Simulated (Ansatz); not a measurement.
Cost and result for the atomization energy of CH9NO2Si2 (`C[SiH](O)N[SiH2]O`) (15 atoms, 14 bonds).

Cartesian coordinates in Å:
```
C -0.806 1.675 1.519
Si -0.756 0.321 0.250
O -0.904 -1.189 0.937
N 0.765 0.337 -0.541
Si 1.421 -0.872 -1.591
O 0.671 -2.293 -1.272
H -0.706 2.657 1.049
H -1.755 1.663 2.061
H -0.002 1.557 2.249
H -1.894 0.459 -0.702
H -1.798 -1.520 1.043
H 1.412 1.047 -0.229
H 2.890 -0.902 -1.349
H 1.187 -0.601 -3.032
H 0.277 -2.339 -0.392
```

Charge 0, multiplicity 1. The structure was optimised at the PBE0-D4/def2-TZVP level. It is one conformer, not always the lowest. Program: Ansatz. All runs use 2 threads of an AMD EPYC 7R13 on a shared host and a share of an NVIDIA H100 80 GB. Times are those of one run each, without the atoms' runs, and a repeat can differ threefold. Electronic energies, without spin–orbit coupling; frozen cores. CCSD(T)/CBS adds CCSD(T) − MP2 in def2-TZVPP to the MP2 limit, and its time is that of the two runs behind it. T1 = 0.011. B3LYP takes the VWN-RPA correlation (the form of Gaussian; ORCA's B3LYP/G).

CCSD(T)/CBS is a level of theory with its own doubt, some kJ/mol a heavy atom from the limit and from the frozen cores, so smaller differences don't rank the functionals.

```json
{"level": "PBE-D4/def2-TZVPP (with forces)", "functions": "334", "wall time": "2 s"}
{"level": "PBE0-D4/def2-TZVPP", "functions": "334", "wall time": "2.6 s"}
{"level": "r2SCAN-D4/def2-TZVPP (with forces)", "functions": "334", "wall time": "2.8 s"}
{"level": "B3LYP-D4/def2-TZVPP (with forces)", "functions": "334", "wall time": "3.9 s"}
{"level": "ωB97X-V/def2-TZVPP", "functions": "334", "wall time": "4.3 s"}
{"level": "B2PLYP/def2-TZVPP", "functions": "334", "wall time": "5.5 s"}
{"level": "MP2/def2-QZVPP", "functions": "638", "wall time": "7.5 s"}
{"level": "ωB97M-V/def2-TZVPP (with forces)", "functions": "334", "wall time": "8 s"}
{"level": "CCSD(T)/def2-TZVPP", "functions": "334", "wall time": "16 s"}
{"level": "CCSD(T)/CBS(def2)", "functions": "–", "wall time": "24 s"}
```

(1) What atomization energy does each give, and how far from CCSD(T)/CBS? (Estimate.)

Answers

(1) The calculation gave: 
```
                             level  atomization (kcal/mol)  difference from CCSD(T)/CBS  per bond
   PBE-D4/def2-TZVPP (with forces)                  1341.4                          2.0       0.1
                PBE0-D4/def2-TZVPP                  1321.5                        -17.9      -1.3
r2SCAN-D4/def2-TZVPP (with forces)                  1332.1                         -7.3      -0.5
 B3LYP-D4/def2-TZVPP (with forces)                  1332.4                         -7.0      -0.5
                ωB97X-V/def2-TZVPP                  1339.3                         -0.1       0.0
                 B2PLYP/def2-TZVPP                  1318.7                        -20.7      -1.5
                    MP2/def2-QZVPP                  1343.0                          3.6       0.3
  ωB97M-V/def2-TZVPP (with forces)                  1339.3                         -0.1       0.0
                CCSD(T)/def2-TZVPP                  1299.9                        -39.5      -2.8
                 CCSD(T)/CBS(def2)                  1339.4                          0.0       0.0
```

From PBE to PBE0 (25 % exact exchange), in def2-TZVPP and without D4, the atomization energy moves by −18.6 kcal/mol: exact exchange takes away binding that semilocal exchange gives to molecules. In def2-TZVPP, CCSD(T) changes the Hartree–Fock value by +332.4 kcal/mol (the triples alone add +17.2 kcal/mol) and MP2 by +351.8 kcal/mol; breaking electron pairs costs correlation energy, which Hartree–Fock lacks. The D4 term adds +13.6 kcal/mol with B3LYP and +7.2 kcal/mol with PBE0; it sums over pairs of atoms, weighted by their polarisabilities, and B3LYP, whose exchange is more repulsive, gets the larger term.
